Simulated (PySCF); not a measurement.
Screening by computed properties: pick the candidate that meets the target.

Species are written as SMILES; each is one conformer at its optimised geometry, gas phase, non-relativistic unless stated; the electronic structure was computed with PySCF and density fitting.

The conformers computed, where there is a choice (atom-mapped SMILES and torsion angles):
- `[CH2:1]=[C:2]([C:3]#[N:4])[C:5](=[O:6])[SiH3:7]`: C1–C2–C5–O6 0°
- `[N:1]#[C:2][c:3]1[s:4][n:5][n:6][c:7]1[CH:8]=[O:9]`: N6–C7–C8–O9 180°
- `[NH2:1][C:2]([F:3])([F:4])[F:5]`: H–N1–C2–F3 -55°, H–N1–C2–F3 176°
- `[SiH3:1][S:2][SiH:3]1[CH2:4][SiH2:5][CH2:6]1`: Si1–S2–Si3–C4 50°

**Question.** Wanted: static isotropic polarisability between 84 au and 100 au (B3LYP/def2-SVPD) and lowest singlet excitation below 7 eV (TDDFT B3LYP/def2-SVPD), at GFN2-xTB geometries. Which candidate meets both?
A. `[SiH3]S[SiH]1C[SiH2]C1` (C2H10SSi3)
B. `C=NC` (C2H5N)
C. `O=Cc1nnsc1C#N` (C4HN3OS)
D. `NC(F)(F)F` (CH2F3N)
E. `C=C(C#N)C(=O)[SiH3]` (C4H5NOSi)

**Answer.** C. Computed values:
```
                           species  static isotropic polarisability  lowest singlet excitation
                NC(F)(F)F (CH2F3N)                          26.4 au                    7.65 eV
                      C=NC (C2H5N)                          35.2 au                    4.87 eV
    C=C(C#N)C(=O)[SiH3] (C4H5NOSi)                          81.6 au                    2.74 eV
           O=Cc1nnsc1C#N (C4HN3OS)                          85.9 au                    3.13 eV
[SiH3]S[SiH]1C[SiH2]C1 (C2H10SSi3)                         121.8 au                    5.58 eV
```
